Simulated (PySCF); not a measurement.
C₅H₅NO₂Si.
Atom-mapped SMILES: `[CH:1]#[C:2][Si@H:3]([OH:4])[c:5]1[cH:6][cH:7][n:8][o:9]1`

NICS = −σ at a ghost point: NICS(0) at the centroid of the ring atoms, NICS(1) 1 Å to either side along the normal of their mean plane, zz for the tensor component along that normal. Level: GIAO PBE0/pcSseg-1 (PySCF, non-relativistic, gas phase) on the GFN2-xTB geometry, one conformer.

Ring bond lengths (Å), with Mayer bond orders in brackets: C5–C6 1.370 (1.54), C6–C7 1.410 (1.26), C7–N8 1.304 (1.62), N8–O9 1.352 (1.02), O9–C5 1.344 (1.03).

Problem. Give the NICS values of each ring in ppm.

Solution. 
```json
{"ring": "C5–C6–C7–N8–O9", "type": "5-membered ring with N and O; formal bonds all aromatic", "NICS(0)": "-12.5", "NICS(1), two faces": "-12.0 / -12.1", "NICS(1)zz, two faces": "-30.2 / -30.6", "rms pucker (Å)": "0.00", "centre to ring atoms, mean (Å)": "1.15"}
```

Problem. What do they say, and how far can they be read as aromaticity?

Solution. 
- C5–C6–C7–N8–O9: mean NICS(1)zz -30.4 ppm, shielded, aromatic by this magnetic criterion (flat ring, no four-coordinate atom).

Problem. What does the geometric index give? HOMA takes Krygowski's 1993 parameters.

Solution. 
- C5–C6–C7–N8–O9: HOMA 0.62; the largest term is that of O9–C5, α(R − Ropt)² = 0.98.

Problem. At the second NICS(1) probe listed for ring C5–C6–C7–N8–O9, 1 Å off the ring, what do the in-plane components average?

Solution. The isotropic value is a third of the trace: (3 × -12.1 − (-30.6))/2 = -2.8 ppm.

Problem. List the ring angles and the Hirshfeld charges of the ring atoms.

Solution. 
- C5–C6–C7–N8–O9: C5 108.2° (-0.035 e), C6 104.1° (-0.088 e), C7 110.8° (-0.009 e), N8 106.9° (-0.114 e), O9 110.0° (-0.026 e); sum 540.0° against 540° for a flat convex ring.

Conformer computed: `[CH:1]#[C:2][Si@H:3]([OH:4])[c:5]1[cH:6][cH:7][n:8][o:9]1`: C2–Si3–C5–C6 -67°, H–O4–Si3–C2 -75°.
